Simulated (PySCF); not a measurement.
A series of related molecules.

All values: PBE0/pcSseg-1 (PySCF) at GFN2-xTB geometries, gas phase, one conformer each.

Question: Rank by HOMO energy, highest first.
A. `C(/[SiH2][SiH3])=C\C(C)C`
B. `CC/C=C(\[SiH2][SiH3])[S@@](C)=O`
C. `C[SiH2]C/C=C/[SiH2][SiH3]`

Answer: B (-6.87 eV), C (-7.13 eV), A (-7.39 eV).

Question: Rank by the highest IAO charge on any atom, lowest value first.
A. `CC/C=C(\[SiH2][SiH3])[S@@](C)=O`
B. `CC/C=C/[Si@H]([SiH3])P`
C. `C[SiH2]C/C=C/[SiH2][SiH3]`
D. `CC(C)/C=C/[SiH2][SiH3]`

Answer: B (+0.441 e), D (+0.465 e), C (+0.774 e), A (+1.097 e).

Question: Rank by the highest Hirshfeld charge on any atom, highest value first.
A. `C([SiH2]C)/C=C/[SiH2][SiH3]`
B. `CC(C)/C=C/[SiH2][SiH3]`
C. `CC/C=C/[Si@H]([SiH3])P`
D. `CC/C=C(\[SiH2][SiH3])[S@@](C)=O`

Answer: A (+0.353 e), D (+0.341 e), B (+0.242 e), C (+0.214 e).

All values together:

```json
{"SMILES": "CC/C=C/[SiH2][SiH3]", "change": "parent", "formula": "C4H12Si2", "μ (D)": "1.29", "HOMO (eV)": "-7.40", "LUMO (eV)": "-0.28", "lowest IAO charge (e)": "-0.438 (C)", "highest IAO charge (e)": "+0.465 (Si)", "lowest Hirshfeld charge (e)": "-0.152 (C)", "highest Hirshfeld charge (e)": "+0.242 (Si)"}
{"SMILES": "C[SiH2]C/C=C/[SiH2][SiH3]", "change": "SiH2 inserted into a C-C bond", "formula": "C4H14Si3", "μ (D)": "0.98", "HOMO (eV)": "-7.13", "LUMO (eV)": "-0.42", "lowest IAO charge (e)": "-0.715 (C)", "highest IAO charge (e)": "+0.774 (Si)", "lowest Hirshfeld charge (e)": "-0.213 (C)", "highest Hirshfeld charge (e)": "+0.353 (Si)"}
{"SMILES": "CC/C=C/[Si@H]([SiH3])P", "change": "H on Si replaced by PH2", "formula": "C4H13PSi2", "μ (D)": "1.56", "HOMO (eV)": "-7.21", "LUMO (eV)": "-0.40", "lowest IAO charge (e)": "-0.429 (C)", "highest IAO charge (e)": "+0.441 (Si)", "lowest Hirshfeld charge (e)": "-0.153 (C)", "highest Hirshfeld charge (e)": "+0.214 (Si)"}
{"SMILES": "CC/C=C(\\[SiH2][SiH3])[S@@](C)=O", "change": "H on C replaced by SOCH3", "formula": "C5H14OSSi2", "μ (D)": "4.63", "HOMO (eV)": "-6.87", "LUMO (eV)": "-0.88", "lowest IAO charge (e)": "-0.897 (O)", "highest IAO charge (e)": "+1.097 (S)", "lowest Hirshfeld charge (e)": "-0.308 (O)", "highest Hirshfeld charge (e)": "+0.341 (S)"}
{"SMILES": "CC(C)/C=C/[SiH2][SiH3]", "change": "H on C replaced by CH3", "formula": "C5H14Si2", "μ (D)": "1.27", "HOMO (eV)": "-7.39", "LUMO (eV)": "-0.27", "lowest IAO charge (e)": "-0.438 (C)", "highest IAO charge (e)": "+0.465 (Si)", "lowest Hirshfeld charge (e)": "-0.151 (C)", "highest Hirshfeld charge (e)": "+0.242 (Si)"}
```

Conformers: `[CH3:1][CH2:2]/[CH:3]=[CH:4]/[SiH2:5][SiH3:6]` with C1–C2–C3–C4 -119°, C3–C4–Si5–Si6 -112°; `[CH3:1][SiH2:2][CH2:3]/[CH:4]=[CH:5]/[SiH2:6][SiH3:7]` with C1–Si2–C3–C4 -57°, Si2–C3–C4–C5 104°, C4–C5–Si6–Si7 111°; `[CH3:1][CH2:2]/[CH:3]=[CH:4]/[Si@H:5]([SiH3:6])[PH2:7]` with C1–C2–C3–C4 -123°, C3–C4–Si5–Si6 -8°, C4–Si5–P7–H 77° and 170°; `[CH3:1][CH2:2]/[CH:3]=[C:4](\[SiH2:5][SiH3:6])[S@@:7]([CH3:8])=[O:9]` with C1–C2–C3–C4 123°, C3–C4–Si5–Si6 127°, C3–C4–S7–C8 96°; `[CH3:1][CH:2]([CH3:3])/[CH:4]=[CH:5]/[SiH2:6][SiH3:7]` with C1–C2–C4–C5 120°, C4–C5–Si6–Si7 112°.

Give the shifts from the parent, `CC/C=C/[SiH2][SiH3]`.

```
                         SMILES  change in μ (D)  change in HOMO (eV)  change in LUMO (eV)
      C[SiH2]C/C=C/[SiH2][SiH3]            -0.31                +0.27                -0.14
         CC/C=C/[Si@H]([SiH3])P            +0.27                +0.19                -0.12
CC/C=C(\[SiH2][SiH3])[S@@](C)=O            +3.34                +0.53                -0.60
         CC(C)/C=C/[SiH2][SiH3]            -0.02                +0.01                +0.01
```
